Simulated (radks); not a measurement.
The numbers below are computed, except where a source is named.
Ga III, configuration [Ar] 3d9.5 4s0.5 4p1 (fractional occupations, a model configuration).

Code: a radial shooting solver on a logarithmic mesh with Libxc functionals. Model: Dirac Kohn-Sham, PBE, spin-unpolarised, spherical densities, finite nucleus; open shells fill j = l - 1/2 first; Fermi nuclear charge, rms radius 3.9973 fm.

Energy parts (hartree):
| part | energy |
|---|---|
| total | -1942.44239 |
| kinetic | 1981.08433 |
| electron-nucleus | -4659.77197 |
| Hartree | 811.03277 |
| exchange-correlation | -74.78753 |

Orbitals (lengths in bohr, moments of r in powers of bohr; r(max) is where P^2 peaks; r(90%) holds 90 % of the orbital's charge):
| orbital | occ. | eigenvalue (hartree) | <r> | r(90%) | r(max) |
|---|---|---|---|---|---|
| 1s1/2 | 2 | -376.8197 | 0.04860 | 0.0868 | 0.03178 |
| 2s1/2 | 2 | -47.36176 | 0.2176 | 0.337 | 0.1825 |
| 2p1/2 | 2 | -42.03837 | 0.1883 | 0.308 | 0.1445 |
| 2p3/2 | 4 | -41.02215 | 0.1918 | 0.313 | 0.1474 |
| 3s1/2 | 2 | -6.41075 | 0.6497 | 0.972 | 0.5641 |
| 3p1/2 | 2 | -4.68748 | 0.6684 | 1.03 | 0.5606 |
| 3p3/2 | 4 | -4.55305 | 0.6788 | 1.04 | 0.5689 |
| 3d3/2 | 4 | -1.66009 | 0.7727 | 1.31 | 0.5284 |
| 3d5/2 | 5.5 | -1.64232 | 0.7778 | 1.32 | 0.5312 |
| 4s1/2 | 0.5 | -1.03555 | 2.018 | 2.98 | 1.739 |
| 4p1/2 | 1 | -0.71903 | 2.401 | 3.59 | 2.039 |
| 4p3/2 | 0 | -0.70923 | 2.430 | 3.63 | 2.067 |

The highest occupied level is 4p1/2 at -19.566 eV. The electron density at the nucleus is 2.824e+04 e/bohr^3. Summed over all electrons, <r^2> = 20.81 bohr^2, which gives a Langevin (diamagnetic) susceptibility term of -16.5 x 10^-6 cm^3/mol.
